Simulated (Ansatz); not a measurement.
CH$_{5}$NSeSi, SMILES `[SeH]C1N[SiH2]1`, relaxed with RKS PBE-D4/def2-SVP in Ansatz 0.2.0 from a rough embedded geometry. The force threshold is 0.03 eV/Å; the program also tests the step.

Charge 0, multiplicity 1.

Start:

```xyz
9

Se   -1.794   -0.137    1.244
C    -0.518    0.271   -0.199
N     0.747    0.591    0.326
Si    0.759   -1.085   -0.395
H    -2.021    1.399    1.406
H    -0.785    0.893   -1.094
H     1.297    1.205   -0.308
H     0.817   -2.096    0.638
H     1.498   -1.042   -1.618
```

(1) By how much does the energy fall, and how many steps does the optimiser take? (Estimate.)

(2) Which bonds change most? (Estimate.)

(3) Give the relaxed structure. (Estimate.)

## Answers

(1) The calculation gave: 0.54 eV, in 10 steps, 1 of them rejected.

(2) Ansatz gave: N3–Si4 from 1.825 to 1.748 Å; Se1–H5 from 1.561 to 1.491 Å; Si4–H9 from 1.429 to 1.498 Å; C2–N3 from 1.406 to 1.465 Å.

(3) The calculation gave: 
```xyz
9

Se   -1.943    0.041    1.144
C    -0.493    0.240   -0.169
N     0.854    0.560    0.309
Si    0.847   -1.044   -0.385
H    -2.106    1.500    1.411
H    -0.862    0.747   -1.084
H     1.300    1.431    0.004
H     1.072   -2.186    0.551
H     1.331   -1.290   -1.782
```
